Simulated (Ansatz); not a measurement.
Gas-phase electronic energies from Ansatz, PBE0-D4/def2-TZVP geometries. CCSD(T)/CBS adds triple-zeta CCSD(T) − MP2 to the extrapolated MP2 energy (def2 sets, frozen cores). Functionals use def2-TZVPP. def2 core potentials past Kr. For Ga, Nb outer-core shells are correlated without core-valence functions, which leaves a few kJ/mol of doubt a bond. Scalar relativity is left out up to krypton. One conformer a species, not always the lowest.

`C[C](C)(C)[Ga]([F])[Cl]` + `[CH3][Nb](=[NH])([F])[Cl]` → `CC(C)(C)[N]=[Nb]([CH3])([F])[Cl]` + `[F][GaH][Cl]`  (substitution at a C–Ga bond)

`C[C](C)(C)[Ga]([F])[Cl]`:

Cartesian coordinates in Å:
```
C -0.563 0.424 1.380
C 0.012 -0.042 0.045
C 1.487 -0.391 0.187
C -0.775 -1.248 -0.464
Ga -0.217 1.420 -1.268
F -1.794 2.145 -1.535
Cl 1.291 2.294 -2.511
H -0.494 -0.392 2.111
H -1.615 0.707 1.300
H -0.013 1.275 1.793
H 1.927 -0.718 -0.758
H 1.602 -1.210 0.908
H 2.077 0.453 0.552
H -0.388 -1.626 -1.414
H -0.698 -2.065 0.265
H -1.837 -1.024 -0.593
```

`[CH3][Nb](=[NH])([F])[Cl]`:

```xyz
9

C    -0.928   -0.230   -0.958
Nb    0.381   -0.269    0.727
N     1.118    1.297    0.651
F    -0.653   -0.411    2.277
Cl    1.968   -1.899    0.376
H    -1.655    0.581   -0.865
H    -1.459   -1.187   -1.022
H    -0.358   -0.071   -1.877
H     1.586    2.190    0.691
```

`CC(C)(C)[N]=[Nb]([CH3])([F])[Cl]`:

Cartesian coordinates in Å:
```
C 1.121 1.296 -0.936
C -0.161 0.467 -0.899
C -0.045 -0.738 -1.830
C -1.362 1.327 -1.289
N -0.359 -0.009 0.442
Nb -0.683 -0.523 2.062
C 1.036 -1.731 2.475
F -2.214 -1.609 2.065
Cl -0.654 1.330 3.443
H 1.978 0.687 -0.640
H 1.047 2.144 -0.252
H 1.298 1.676 -1.945
H -0.954 -1.341 -1.791
H 0.799 -1.367 -1.538
H 0.110 -0.407 -2.859
H -1.460 2.176 -0.610
H -2.282 0.741 -1.246
H -1.239 1.707 -2.305
H 1.947 -1.131 2.394
H 1.115 -2.560 1.766
H 0.962 -2.134 3.492
```

`[F][GaH][Cl]`:

Z-matrix (Å, degrees):
```
Ga
F 1 1.744
Cl 1 2.122 2 113.4
H 1 1.541 2 120.8 3 180.0
```

CCSD(T)/CBS gives +4.2 kJ/mol.

Question: Another level gave +2.8 kJ/mol. Which?
A. B97M-V/def2-TZVPP
B. SCS-MP2/def2-TZVPP
C. r2SCAN0/def2-TZVPP
D. revPBE/def2-TZVPP

Answer: C. r2SCAN0 2.8, SCS-MP2/def2-TZVPP -13.7, revPBE 10.2, B97M-V -7.3 kJ/mol.

Largest T1 diagnostic among the species: 0.020.

Leaving LDA and LC-ωPBE aside and taking each functional with its dispersion term where it has one, the values, not all of them listed here, spread over 13.7 kJ/mol, from B97M-V to PBE-D4. LDA lies −7.1 kJ/mol from PBE without D4. From BLYP to BHLYP (50 % exact exchange), in def2-TZVPP and without D4, ΔE moves by −9.0 kJ/mol. At CCSD(T), def2-SVP lies −23.4 kJ/mol from the extrapolated value and def2-TZVPP −6.4 kJ/mol.
